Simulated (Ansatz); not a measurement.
Input file for Ansatz (a quantum-chemistry and plane-wave program): U-CCSD(T)/cc-pV(T+d)Z on CH4Si (SMILES C=[SiH2]), a point of a bond scan (R = 4.592 Å). Files ending in .json are basis or fitting sets from the Basis Set Exchange.

Ansatz 0.2 input:
```yaml
crystal:
  periodic: [false, false, false]
  atoms:
    - {symbol: C, position_ang: [-1.15067768, -0.05472828, -0.00632374]}
    - {symbol: Si, position_ang: [3.43646928, 0.16344460, 0.01888570]}
    - {symbol: H, position_ang: [-1.77056886, 0.83033249, -0.06777878]}
    - {symbol: H, position_ang: [-1.68440972, -0.99465742, 0.04879136]}
    - {symbol: H, position_ang: [4.28824624, -1.03539717, 0.10223157]}
    - {symbol: H, position_ang: [4.17148678, 1.43775713, -0.05573968]}
basis:
  gaussian:
    orbitals: cc-pV_T+d_Z.json
correlation: {method: ccsd_t, electrons: outside_noble_gas}
scf: {omitted_lower_state_checks: [cluster_reference]}
magnetization: {spin_polarized: true, initial_magnetization: 0}
```

### Question
What total energy does the run end on?

### Answer
-329.2133 hartree (reference determinant -328.9584, T1 diagnostic 0.015). Its determinant has ⟨S²⟩ = 2.02, a mixture of spin states.

### Question
How many basis functions does it have, and what does it roughly cost on one machine?

### Answer
125 functions; about 25 core-seconds (a rough figure).
